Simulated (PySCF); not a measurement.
A geometry optimisation, step by step.

Compound: C₄H₄BFSe.
Numbering: `[F:1][BH:2][c:3]1[cH:4][cH:5][se:6][cH:7]1` (hydrogens: H8 on B2; H9 on C4; H10 on C5; H11 on C7)

Method: PySCF, PBE0-D3(BJ)/def2-SVP geometry optimisation, gas phase; density fitting, grid level 1; the optimiser is geomeTRIC in internal coordinates, started from a GFN2-xTB structure with every atom displaced at random (about 0.01 Å). The frame can shift and turn from step to step; on so coarse a grid that alone can change the energy by a few meV, and forces under 0.02 eV/Å are noise.

Step 0: E = -72927.1587 eV, largest atomic force 3.175 eV/Å
```
atom  x, y, z in Å  |  force x, y, z in eV/Å
F1     -2.802    0.411    0.236   -1.530   1.324   0.245
B2     -1.861   -0.456    0.071    1.395   0.085  -0.102
C3     -0.412    0.028    0.021    1.821   0.063  -0.004
C4      0.774   -0.825   -0.141   -3.162  -0.244   0.142
C5      1.941   -0.214   -0.164    1.693   1.222   0.073
Se6     1.781    1.638    0.048    0.116  -0.225  -0.040
C7     -0.022    1.350    0.145   -0.915  -0.117   0.004
H8     -2.171   -1.569   -0.034   -0.308  -1.394  -0.129
H9      0.630   -1.888   -0.222    0.198  -0.685  -0.113
H10     2.905   -0.672   -0.260    0.665  -0.237  -0.083
H11    -0.723    2.170    0.286    0.026   0.209   0.006
```

Step 1: E = -72927.3423 eV, largest atomic force 0.505 eV/Å
```
atom  x, y, z in Å  |  force x, y, z in eV/Å
F1     -2.841    0.410    0.275    0.308  -0.209  -0.054
B2     -1.861   -0.484    0.105   -0.222   0.049   0.031
C3     -0.389   -0.022    0.046   -0.268  -0.018  -0.034
C4      0.730   -0.907   -0.117    0.472   0.174   0.039
C5      1.958   -0.296   -0.151   -0.382  -0.251  -0.010
Se6     1.797    1.543    0.014   -0.042   0.114   0.020
C7     -0.029    1.307    0.130    0.238  -0.031   0.013
H8     -2.187   -1.652   -0.001    0.010   0.126   0.019
H9      0.624   -1.991   -0.196   -0.049  -0.002  -0.010
H10     2.934   -0.770   -0.258   -0.019   0.017  -0.009
H11    -0.698    2.156    0.257   -0.048   0.033  -0.006
```

Step 2: E = -72927.3452 eV, largest atomic force 0.223 eV/Å
```
atom  x, y, z in Å  |  force x, y, z in eV/Å
F1     -2.803    0.441    0.264   -0.052  -0.160  -0.020
B2     -1.863   -0.488    0.103   -0.020   0.221   0.027
C3     -0.392   -0.031    0.046    0.034  -0.051  -0.011
C4      0.733   -0.911   -0.112    0.186   0.091  -0.021
C5      1.952   -0.296   -0.152   -0.033  -0.148   0.005
Se6     1.796    1.545    0.020   -0.053  -0.043  -0.009
C7     -0.025    1.297    0.133   -0.035   0.050   0.021
H8     -2.214   -1.644    0.006   -0.011   0.046   0.013
H9      0.626   -1.995   -0.195   -0.013  -0.002  -0.006
H10     2.927   -0.768   -0.266    0.010   0.003   0.003
H11    -0.698    2.146    0.256   -0.013  -0.005  -0.003
```

Step 3: E = -72927.3475 eV, largest atomic force 0.200 eV/Å
```
atom  x, y, z in Å  |  force x, y, z in eV/Å
F1     -2.830    0.426    0.255    0.010   0.079   0.001
B2     -1.865   -0.474    0.104    0.000  -0.054  -0.006
C3     -0.392   -0.026    0.047    0.084   0.115   0.025
C4      0.734   -0.907   -0.110   -0.129  -0.147  -0.044
C5      1.955   -0.308   -0.152    0.051   0.086   0.021
Se6     1.804    1.537    0.021    0.032  -0.013  -0.009
C7     -0.017    1.300    0.135   -0.075   0.041   0.005
H8     -2.206   -1.630    0.013    0.001  -0.077  -0.001
H9      0.616   -1.990   -0.196   -0.002  -0.012   0.001
H10     2.927   -0.785   -0.270    0.009   0.000   0.009
H11    -0.688    2.153    0.256    0.021  -0.018   0.000
```

Step 4: E = -72927.3486 eV, largest atomic force 0.066 eV/Å
```
atom  x, y, z in Å  |  force x, y, z in eV/Å
F1     -2.826    0.428    0.254    0.009   0.013  -0.004
B2     -1.861   -0.474    0.104   -0.021   0.011   0.001
C3     -0.389   -0.019    0.046   -0.056  -0.019  -0.009
C4      0.728   -0.911   -0.114   -0.020   0.052   0.016
C5      1.951   -0.312   -0.149    0.029   0.011  -0.011
Se6     1.806    1.533    0.020    0.033  -0.001   0.008
C7     -0.017    1.308    0.135    0.021  -0.062  -0.005
H8     -2.198   -1.634    0.015    0.003  -0.013   0.003
H9      0.605   -1.993   -0.201   -0.009   0.009   0.004
H10     2.923   -0.791   -0.261    0.007   0.005  -0.001
H11    -0.684    2.161    0.257    0.004  -0.007  -0.002
```

Step 5: E = -72927.3489 eV, largest atomic force 0.039 eV/Å
```
atom  x, y, z in Å  |  force x, y, z in eV/Å
F1     -2.822    0.441    0.250    0.004  -0.023  -0.007
B2     -1.865   -0.470    0.103   -0.005   0.019   0.002
C3     -0.391   -0.021    0.044    0.011  -0.013  -0.017
C4      0.727   -0.911   -0.115    0.028  -0.008   0.007
C5      1.953   -0.315   -0.149   -0.035  -0.017  -0.001
Se6     1.810    1.530    0.024   -0.010   0.008   0.003
C7     -0.014    1.303    0.134    0.018   0.009   0.009
H8     -2.208   -1.630    0.019    0.000   0.019   0.004
H9      0.604   -1.994   -0.202   -0.003  -0.002  -0.001
H10     2.925   -0.794   -0.260   -0.005  -0.002   0.000
H11    -0.681    2.157    0.256   -0.003   0.010   0.000
```

Step 6: E = -72927.3490 eV, largest atomic force 0.025 eV/Å
```
atom  x, y, z in Å  |  force x, y, z in eV/Å
F1     -2.823    0.447    0.243    0.003   0.003  -0.005
B2     -1.866   -0.464    0.101    0.001  -0.005  -0.001
C3     -0.391   -0.020    0.044    0.008   0.009   0.000
C4      0.725   -0.914   -0.113    0.001   0.006  -0.006
C5      1.951   -0.320   -0.148    0.014  -0.018   0.004
Se6     1.815    1.525    0.027   -0.013  -0.015  -0.003
C7     -0.009    1.303    0.134   -0.015   0.018   0.008
H8     -2.211   -1.623    0.022   -0.001   0.004   0.002
H9      0.598   -1.996   -0.200    0.001   0.000  -0.001
H10     2.922   -0.801   -0.260   -0.001  -0.005   0.002
H11    -0.673    2.159    0.257    0.001   0.004  -0.001
```

**Question.** Summarise the path.

**Answer.** The energy falls by 18.36 kJ/mol from step 0 to step 6; nine tenths of that is first reached at step 1. It falls at every step. The largest force goes from 3.175 to 0.025 eV/Å. Among the bonds B2–H8 changes most, from 1.159 to 1.212 Å; the atoms move by 0.030 Å rms after alignment.

**Question.** Follow the three bonds and two angles with the largest change from start to end.

**Answer.** 
| step | E above end (kJ/mol) | largest force (eV/Å) | B2–H8 (Å) | C4–C5 (Å) | F1–B2 (Å) | C3–C4–H9 (°) | C4–C3–C7 (°) |
| --- | --- | --- | --- | --- | --- | --- | --- |
| 0 | 18.36 | 3.175 | 1.159 | 1.317 | 1.290 | 118.3 | 109.7 |
| 1 | 0.64 | 0.505 | 1.217 | 1.372 | 1.337 | 123.0 | 113.4 |
| 2 | 0.37 | 0.223 | 1.213 | 1.366 | 1.332 | 122.6 | 112.9 |
| 3 | 0.14 | 0.200 | 1.209 | 1.361 | 1.328 | 122.1 | 112.5 |
| 4 | 0.04 | 0.066 | 1.211 | 1.362 | 1.329 | 122.4 | 113.2 |
| 5 | 0.01 | 0.039 | 1.212 | 1.364 | 1.329 | 122.3 | 112.9 |
| 6 | 0.00 | 0.025 | 1.212 | 1.363 | 1.329 | 122.3 | 112.9 |

What follows is the cost of the whole optimisation. On one thread, Arm Neoverse V1 (aarch64) (shared host), this took 65 s wall and 0.57 GiB of memory at its peak.
